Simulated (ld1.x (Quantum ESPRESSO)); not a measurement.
Sn (Z = 50), TM semilocal: configuration errors across variants

```json
{"Element": "tin", "Generator": "ld1.x (Quantum ESPRESSO) 7.5", "Type": "norm-conserving Troullier–Martins (semilocal form)", "Functional": "PBEsol", "Relativity": "scalar-relativistic", "Frozen core": "[Kr] 4d10", "Valence charge": "4", "Reference configuration": "5s2 5p1 (charge +1)", "Partial waves": "5s (bound): rc 1.70 bohr; 5p (bound): rc 1.80 bohr", "Local potential": "the p channel", "Core correction": "a·sin(br)/r model core, default radius (core density twice the valence density)"}
```

All-electron excitation energies from the reference (eV): (1) 5s2 5p2 -6.898; (2) 5s2 5p0 13.972; (3) 5s1 5p0 44.986; (4) 5s2 5p2.3 -7.750; (5) 5s2 5p1.5 -4.272; (6) 5s0 5p4 7.349; (7) 5s1 5p3 0.111.

In the semilocal form every listed channel keeps its own potential, so the choice of the local channel does not act on these tests. It acts once the file is put into the separable form.

A semilocal file is local in each channel, so a ghost entry of none says nothing of the separable form that plane-wave codes build from it.

The default core radius of the base comes out at 1.78 bohr.

Tests that are not counted but printed errors over 1 eV. “all radii but the core radius scaled by about 0.77 (s 1.30, p 1.38 bohr)”: 5s0 5p4 (solver errors, printed error -61.5 eV).

4 further variants failed, have other tests or another functional or relativity, and are left out.

A true bound ghost makes a file unfit for plane-wave use even where its test errors are small: the radial tests pick states by their node count and pass the ghost by. Where a test does run into it, the solver fails or the error is huge.

Errors AE − PS in meV (a dash: test not solved or not reliable):

```tsv
change	(1)	(2)	(3)	(4)	(5)	(6)	(7)	bound ghosts
base	-3.4	-29	-275	-4.1	-1.1	-30	-3.9	none
wave 5s (bound): rc 1.70 bohr becomes 5s (bound): rc 1.84 bohr	-3.5	-30	-276	-4.3	-1.2	-27	-3.1	none
core correction a·sin(br)/r model core inside 1.94 bohr	-3.9	-31	-283	-4.8	-1.3	-23	-2.2	none
type RRKJ, which also changes the form from semilocal to separable; local potential the s channel; rho0 0.01	-4.6	-29	-275	-6.0	-1.4	-32	-4.2	d
all radii but the core radius scaled by about 0.77 (s 1.30, p 1.38 bohr)	+30	+9.6	-5.6	+43	+9.7	–	+7.1	s, p (extra level of the local part)
local potential the s channel	-3.4	-29	-275	-4.1	-1.1	-30	-3.9	none
all radii but the core radius scaled by about 0.96 (s 1.64, p 1.72 bohr)	-2.4	-29	-276	-2.7	-0.9	-27	-3.2	none
```

**Question.** Give the same row for: wave 5p (bound): rc 1.80 bohr becomes 5p (bound): rc 2.42 bohr.

**Answer.** -4.4, -29, -267, -5.8, -1.3, -49, -9.0; bound ghosts: none.
